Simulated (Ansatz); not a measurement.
`BCN=C=C` → B• + 3 C• + 6 H• + N•  (atomization)

Isolated molecules relaxed with PBE0-D4/def2-TZVP in Ansatz; ΔE leaves out vibrations. CCSD(T)/CBS adds triple-zeta CCSD(T) − MP2 to the extrapolated MP2 energy (def2 sets, frozen cores). This one scheme is used for every species, atoms too. DFT in def2-TZVPP. B3LYP here is the variant with VWN-RPA as its local correlation; programs differ in this. No spin–orbit coupling; open shells (•) take unrestricted orbitals. Spin–orbit coupling would lower the free atoms: a little for B, C. Each species was taken in one conformer, which may not be the lowest.

`BCN=C=C`:

```xyz
11

B    -1.345    1.550    0.539
C     0.065    0.906    0.641
N     0.587    0.319   -0.575
C     0.731   -0.869   -0.757
C     0.916   -2.135   -1.031
H    -1.808    2.022    1.536
H    -1.953    1.596   -0.487
H     0.086    0.205    1.491
H     0.731    1.731    0.941
H     0.123   -2.719   -1.478
H     1.867   -2.607   -0.820
```

CCSD(T)/CBS gives +4364.6 kJ/mol.

**Question.** Another level gave +3187.6 kJ/mol. Which?
A. r2SCAN0/def2-TZVPP
B. HF/def2-TZVPP
C. B3LYP-D4/def2-TZVPP
D. PBE-D4/def2-TZVPP

**Answer.** B. HF/def2-TZVPP 3187.6, PBE-D4 4544.0, B3LYP-D4 4428.5, r2SCAN0 4336.1 kJ/mol.

Largest T1 diagnostic among the species: 0.014.

At CCSD(T), def2-SVP lies −188.1 kJ/mol from the extrapolated value and def2-TZVPP −107.9 kJ/mol: correlation converges slowly with the basis, and small sets miss more of it in the bonded molecule than in its fragments. In def2-TZVPP, CCSD(T) changes the Hartree–Fock value by +1069.1 kJ/mol (the triples alone add +73.4 kJ/mol) and MP2 by +1154.3 kJ/mol; breaking electron pairs costs correlation energy, which Hartree–Fock lacks.

For atomizations the MP2-based limit and the directly extrapolated one differ by several kJ/mol either way, and by 10 to 25 for some Ge, Se and Sn compounds, so smaller differences from it don't rank the levels.
